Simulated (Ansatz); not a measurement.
Computed with Ansatz on PBE0-D4/def2-TZVP structures; ΔE is electronic, products minus reactants. CBS: MP2 limit from def2 TZ/QZ plus the TZ coupled-cluster correction, frozen cores. Functionals use def2-TZVPP. For Ga, Ge outer-core shells are correlated without core-valence functions, which leaves a few kJ/mol of doubt a bond. Scalar relativity is left out up to krypton. One conformer a species, not always the lowest.

`N[SiH2][GaH2]` + `[SH][GeH3]` → `N[SiH2][S][GeH3]` + `[GaH3]`  (cleavage of the Si–Ga bond)

CCSD(T)/CBS gives -0.67 eV.

(1) Another level gave -0.69 eV. Which?
A. BLYP-D4/def2-TZVPP
B. ωB97M-V/def2-TZVPP
C. revPBE/def2-TZVPP
D. B2PLYP/def2-TZVPP

Largest T1 diagnostic among the species: 0.013.

Results:

(1) B. ωB97M-V -0.69, B2PLYP -0.64, BLYP-D4 -0.60, revPBE -0.51 eV.

Leaving LDA and LC-ωPBE aside and taking each functional with its dispersion term where it has one, the values, not all of them listed here, spread over 0.14 eV, from B97M-V to PBE-D4. LDA lies −0.06 eV from PBE without D4. From BLYP to BHLYP (50 % exact exchange), in def2-TZVPP and without D4, ΔE moves by −0.12 eV.
